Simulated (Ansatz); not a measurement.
Basis sets compared for Me2Se2 (C₂H₆Se₂). Charge 0, multiplicity 1. Geometry r2SCAN-D4/def2-SVP. Ansatz on 4 threads of AMD EPYC 9R45 on a shared host; times are rough, and most runs start from earlier orbitals.

Cartesian coordinates in Å:
```
C -0.149 1.947 0.538
Se 0.226 0.385 1.664
Se 1.432 -0.940 0.184
C -0.021 -1.890 -0.728
H -0.795 1.673 -0.307
H 0.791 2.386 0.180
H -0.675 2.669 1.182
H -0.623 -2.447 0.003
H 0.463 -2.593 -1.423
H -0.650 -1.190 -1.294
```

Binding counts from free atoms (C triplet, Se triplet, H doublet) in the same basis, without a counterpoise term.

```tsv
level	functions	energy (Eh)	HOMO (eV)	LUMO (eV)	binding per atom (eV)	wall time
PBE-D4/def2-SVP	122	-4881.4702	-5.21	-1.72	3.58	0.4 s
PBE-D4/def2-TZVP	194	-4882.1514	-5.35	-1.90	3.57	0.65 s
r2SCAN-D4/def2-TZVP	194	-4882.9044	-5.60	-1.74	3.51	1.2 s
PBE0-D4/def2-SVP	122	-4881.6382	-6.40	-0.87	3.52	0.65 s
PBE0-D4/def2-TZVP (with forces)	194	-4882.3165	-6.48	-1.03	3.51	1.6 s
```

Question: Estimate the rows for PBE-D4/def2-TZVPD, r2SCAN-D4/def2-TZVPD, PBE0-D4/def2-TZVPD.

Answer: 
```json
{"level": "PBE-D4/def2-TZVPD", "functions": "242", "energy (Eh)": "-4882.1528", "HOMO (eV)": "-5.39", "LUMO (eV)": "-1.98", "binding per atom (eV)": "3.57", "wall time": "1.1 s"}
{"level": "r2SCAN-D4/def2-TZVPD", "functions": "242", "energy (Eh)": "-4882.9057", "HOMO (eV)": "-5.62", "LUMO (eV)": "-1.79", "binding per atom (eV)": "3.51", "wall time": "1.8 s"}
{"level": "PBE0-D4/def2-TZVPD", "functions": "242", "energy (Eh)": "-4882.3178", "HOMO (eV)": "-6.50", "LUMO (eV)": "-1.13", "binding per atom (eV)": "3.51", "wall time": "1.6 s"}
```
